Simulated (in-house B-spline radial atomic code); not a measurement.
Atomic self-consistent-field run: Cr V (Cr4+) (with a hole in an inner shell). Level of theory: Dirac-Hartree-Fock, average of the jj configuration, Fermi nucleus of rms radius 3.6452 fm; calculated with an all-electron radial atomic-structure program (B-spline basis).

In the input, a minus or plus after the letter marks the j = l - 1/2 or j = l + 1/2 subshell.

Command:
```bash
python run_scf.py task.json out
```
Settings (nuclear radius in fm, mass in u):
```
Z                24
configuration    1s1 2s2 2p6 3s2 3p-1 3p+4 3d4
hamiltonian      dirac
method           hf
spin_polarised   False
nucleus          fermi
rms_radius       3.6452
atomic_mass      51.9405
speed_of_light   137.035999084
```

Output (hartree, bohr):
```
 radial grid: 67 intervals, B-splines of order 8, outer radius 14.6809 bohr

 iter        energy (Eh)    residual
    1       -806.2945545    7.71e-01
    2       -820.1502253    3.89e-01
    3       -823.1807321    1.24e-01
    4       -823.5242160    3.37e-02
    5       -823.5504247    1.77e-02
    6       -823.5573604    7.48e-04
    7       -823.5573652    4.91e-05
    8       -823.5573654    2.73e-05
    9       -823.5573654    3.85e-07
   10       -823.5573654    4.71e-08

 total energy                     -823.557365
 kinetic                            833.08791
 electron-nucleus                 -1973.89877
 electron-electron                  317.25349

 first-order corrections (not in the total)
   Gaunt                            0.15386
   retardation                     -0.01994
   frequency dependence            -0.00047
   self-energy                      0.14831
   Uehling                         -0.01185
   Wichmann-Kroll                   0.00006
   recoil                           0.00716

 orbital      occ     eigenvalue          <r>       <r^2>       <1/r>     <1/r^3>       r_max    small
 1s1/2      1.000     -236.10835    0.0630209  0.00536804     24.0992           -     0.04123  7.56e-03
 2s1/2      2.000      -31.02225     0.282205   0.0941537     5.33526           -      0.2369  1.48e-03
 2p1/2      2.000      -27.35594     0.246048   0.0744069     5.22852           -      0.1883  1.43e-03
 2p3/2      4.000      -27.02454     0.248259   0.0755727     5.15671     397.913      0.1903  1.41e-03
 3s1/2      2.000       -5.84638     0.844507     0.81773     1.67161           -        0.74  3.18e-04
 3p1/2      1.000       -4.69231     0.866736    0.875433     1.57403           -       0.741  2.89e-04
 3p3/2      4.000       -4.58834      0.87582    0.893689     1.55056     50.2931      0.7472  2.83e-04
 3d3/2      1.600       -2.60956     0.958766     1.12438     1.31626     5.41297      0.7172  2.13e-04
 3d5/2      2.400       -2.67802     0.952739     1.10662     1.31948     5.37594      0.7184  2.14e-04
```

Cost of the run: 0.93 s on 1 thread of Arm Neoverse V2, on a shared host.

For the Dirac Hamiltonian the kinetic term is c α·p + (β - 1)c².
